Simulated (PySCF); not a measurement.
KCl, SMILES [K][Cl]. Geometry optimised at PBE-D3(BJ)/def2-TZVPD.

All values below come from PySCF with PBE-D3(BJ)/def2-TZVPD.

Harmonic wavenumbers (cm⁻¹): 265. Rotational constants (GHz): 3.726 (linear); symmetry number 1.

**Question.** Work out the zero-point energy and the ideal-gas rigid-rotor harmonic-oscillator thermochemistry at 298.15 K and 1 atm.

**Answer.** ZPE = ½ Σ hcν = ½ × 265 cm⁻¹ = 1.58 kJ/mol. H − E(el) = 11.48 kJ/mol. Entropy in J/(mol K): translation 162.52, rotation 70.00, vibration 6.82, total 239.33. G − E(el) = -59.87 kJ/mol. Cp = 36.37 J/(mol K).
